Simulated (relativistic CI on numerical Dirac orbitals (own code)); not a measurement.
Electric-dipole transitions in Ge⁸⁺

Method of calculation: Dirac-Coulomb-Breit CI, KLI orbitals optimised for each configuration, model QED (radiative potential, 1s self-energy scaled to tabulated hydrogen-like ionisation energies), unscaled Slater integrals (own radial code, finite nucleus).

Configuration list (outside the closed core [Ne]): 3s2 3p6 3d6, 3s2 3p5 3d7, 3s2 3p6 3d5 4s, 3s2 3p4 3d8, 3s 3p6 3d7, 3s2 3p6 3d5 4p, 3s2 3p6 3d4 4s2, 3s2 3p6 3d5 4d, 3s2 3p6 3d4 4s 4p, 3p6 3d8, 3s2 3p6 3d4 4p2, 3s2 3p6 3d5 5s, 3s2 3p6 3d5 4f, 3s2 3p6 3d5 5p, 3s2 3p6 3d5 5d, 3s 3p5 3d8. Levels of other configurations are missing.

| λ vac (Å) | Lower | Upper | A (s⁻¹) | log gf | S velocity/length |
| --- | --- | --- | --- | --- | --- |
| 126.88 | 3s2 3p6 3d6 5D_4 [1] | 3s2 3p6 3d5 4p 5D°_4 [180] | 8.22e+10 | 0.25 | 0.95 |
| 127.04 | 3s2 3p6 3d6 5D_4 [1] | 3s2 3p6 3d5 4p 5D°_3 [175] | 2.42e+10 | -0.39 | 0.94 |
| 127.45 | 3s2 3p6 3d6 5D_3 [2] | 3s2 3p6 3d5 4p 5D°_3 [175] | 5.92e+10 | 0.00 | 0.95 |
| 127.46 | 3s2 3p6 3d6 5D_4 [1] | 3s2 3p6 3d5 4p 3F°_4 [164] | 1.95e+10 | -0.37 | 0.97 |
| 127.70 | 3s2 3p6 3d6 5D_2 [3] | 3s2 3p6 3d5 4p 5D°_3 [175] | 4.00e+10 | -0.16 | 0.97 |
| 127.87 | 3s2 3p6 3d6 5D_3 [2] | 3s2 3p6 3d5 4p 3F°_4 [164] | 2.14e+10 | -0.33 | 0.95 |
| 129.02 | 3s2 3p6 3d6 5D_4 [1] | 3s2 3p6 3d5 4p 5P°_3 [146] | 1.02e+11 | 0.25 | 0.81 |
| 133.34 | 3s2 3p6 3d6 3H_6 [8] | 3s2 3p6 3d5 4p 3G°_5 [193] | 3.53e+10 | 0.02 | 0.83 |
| 133.50 | 3s2 3p6 3d6 3H_5 [10] | 3s2 3p6 3d5 4p 3G°_4 [192] | 4.06e+10 | -0.01 | 0.82 |
| 134.23 | 3s2 3p6 3d6 5D_4 [1] | 3s2 3p5 3d7 3F°_4 [119] | 1.71e+10 | -0.38 | 0.95 |
| 134.94 | 3s2 3p6 3d6 3H_6 [8] | 3s2 3p6 3d5 4p 3H°_6 [167] | 2.17e+10 | -0.11 | 0.86 |
| 135.04 | 3s2 3p6 3d6 5D_3 [2] | 3s2 3p5 3d7 5F°_3 [118] | 2.31e+10 | -0.35 | 0.97 |
| 135.75 | 3s2 3p6 3d6 5D_3 [2] | 3s2 3p5 3d7 5F°_4 [113] | 1.86e+10 | -0.34 | 1.03 |
| 136.42 | 3s2 3p6 3d6 5D_4 [1] | 3s2 3p5 3d7 5F°_5 [107] | 4.57e+10 | 0.15 | 1.03 |
| 137.47 | 3s2 3p6 3d6 5D_4 [1] | 3s2 3p6 3d5 4p 5P°_3 [103] | 4.11e+10 | -0.09 | 0.83 |
| 734.96 | 3s2 3p6 3d5 4s 7S_3 [35] | 3s2 3p6 3d5 4p 7P°_4 [95] | 3.45e+09 | 0.40 | 0.97 |
| 737.56 | 3s2 3p6 3d5 4s 5G_6 [37] | 3s2 3p6 3d5 4p 5H°_7 [154] | 3.39e+09 | 0.62 | 1.00 |
| 742.50 | 3s2 3p6 3d5 4s 5G_5 [40] | 3s2 3p6 3d5 4p 5H°_6 [152] | 2.96e+09 | 0.50 | 0.99 |
| 780.07 | 3s2 3p6 3d5 4s 5G_6 [37] | 3s2 3p6 3d5 4p 5G°_6 [143] | 2.48e+09 | 0.47 | 0.97 |
| 780.12 | 3s2 3p6 3d5 4s 3G_5 [46] | 3s2 3p6 3d5 4p 3H°_6 [167] | 2.45e+09 | 0.46 | 1.01 |

Terms are leading LS components. Brackets give the number of a level in order of energy, since labels repeat. The list gives strong lines, with weight on those to low levels, among the lowest 200 of 2886 levels, so that lines to higher ones, which can be the strongest, are missing. Levels whose partners in the same complex of configurations lie outside the list can be far off, and so can their lines. Rates are taken at the computed energies, electric ones in the length gauge. A velocity-to-length ratio far from 1 marks an uncertain rate.

At this charge configurations can still be misplaced by up to about 7 % of their energy. Terms inside the open d or f shell come out 10 to 20 % too wide with unscaled integrals.
